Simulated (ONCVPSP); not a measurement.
## Building the ONCV potential for Mo (PBE, fully relativistic).

- Element: Mo
- Generator: ONCVPSP 4.0.1
- Type: optimised norm-conserving Vanderbilt (ONCV)
- Functional: PBE
- Relativity: fully relativistic
- Frozen core: [Kr]
- Valence charge: 6
- Reference configuration: 4d5 5s0.75 (charge +0.25)
- Partial waves: 5s: rc 2.75 bohr, ncon 5, nbas 9, qcut 2 1/bohr, 2 projectors, debl 3 Ha; p scattering state at 0.05 Ha: rc 2.70 bohr, ncon 3, nbas 7, qcut 3.3 1/bohr, 2 projectors, debl 0.5 Ha; 4d: rc 1.60 bohr, ncon 3, nbas 8, qcut 6 1/bohr, 3 projectors, debl 1.7 Ha
- Local potential: polynomial inside 1.10 bohr (lpopt 5, dvloc0 3 Ha)
- Core correction: Teter function, fcfact 3.5, rcfact 1.05

Open shells are filled in proportion to 2j + 1.

All-electron outer shells of the reference configuration (PBE, scalar-relativistic, ld1.x):

```tsv
shell	level (eV)	outermost node (bohr)	outermost maximum (bohr)
4p	-40.06	0.52	1.08
5s	-5.45	1.34	2.89
4d	-5.31	0.53	1.38
```

What the tests gave:

| Item | Value |
| --- | --- |
| Cutoffs needed | 17 Ha and 59 Ha (the cutoffs (Ha) at which the residual kinetic energy of the hardest occupied pseudo-wave falls to 1 and 0.1 mHa per electron) |
| Ghost test | ghosts flagged at negative energy: s at -65.2 eV, p3/2 at -1245.3 eV, p3/2 at -23.8 eV, d5/2 at -520.8 eV, p1/2 at -13.0 eV (a further GHOST(-) flag falls on a real empty level of the atom); GHOST(+) flagged for s at 107.7 eV, d3/2 at 175.9 eV; a true bound ghost makes a file unfit for plane-wave use |
| Largest excitation error | +51 meV (all-electron minus pseudo) for 4d4 5s0, out of 4 test configurations |
| rms error of d²Exc/dni dnj | 9.81 mHa without and 7.92 mHa with the model core |

Generation and tests took about 11 s on one core of a shared server CPU.
